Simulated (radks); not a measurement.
Task: The table gives one normalised radial function P(r) = r R(r) (large component) of Gd+ in [Xe] 4f7 5d1 6s1 (r in bohr). All-electron calculation, Dirac Kohn-Sham, LDA (Slater exchange, Perdew-Wang correlation), spin-unpolarised, spherical densities, finite nucleus; open shells are shared between the two j in proportion to 2j + 1; Fermi nuclear charge, rms radius 5.1569 fm. Program: a radial shooting solver on a logarithmic mesh with Libxc functionals.

| r | P |
|---|---|
| 0.002278 | 0.0081 |
| 0.003594 | 0.0148 |
| 0.005715 | 0.0278 |
| 0.009018 | 0.0519 |
| 0.01423 | 0.0941 |
| 0.02245 | 0.1566 |
| 0.03542 | 0.2183 |
| 0.05588 | 0.2049 |
| 0.08816 | 0.0130 |
| 0.1402 | -0.2838 |
| 0.2212 | -0.2136 |
| 0.349 | 0.3434 |
| 0.5507 | 0.3533 |
| 0.8689 | -0.5274 |
| 1.371 | -0.9420 |
| 2.163 | -0.5096 |
| 3.44 | -0.0997 |
| 5.427 | -0.0056 |
| 8.563 | 0.0000 |

Which n and l does it have? It may be an empty orbital.

Result: n = 5, l = 1: the number of nodes gives n - l - 1 = 3, the rise at small r points to l (for j = l - 1/2 the large component starts outside the nucleus as r^gamma with gamma = sqrt(l^2 - (Z/c)^2) = 0.88 and the r^(l+1) term takes over further out; the orbital of l - 1 with the same j starts with the same power, but with a larger coefficient, and does not steepen), and the extent must fit the shell. The curve is that of 5p1/2; the two j differ most near the nucleus, where j = l - 1/2 has the larger amplitude, and in heavy atoms j = l - 1/2 is also the more compact. 5p1/2: eigenvalue -36.880 eV, 3 radial nodes at r = 0.0900, 0.268, 0.676 bohr, <r> = 1.49 bohr, 90 % of the charge inside 2.19 bohr.
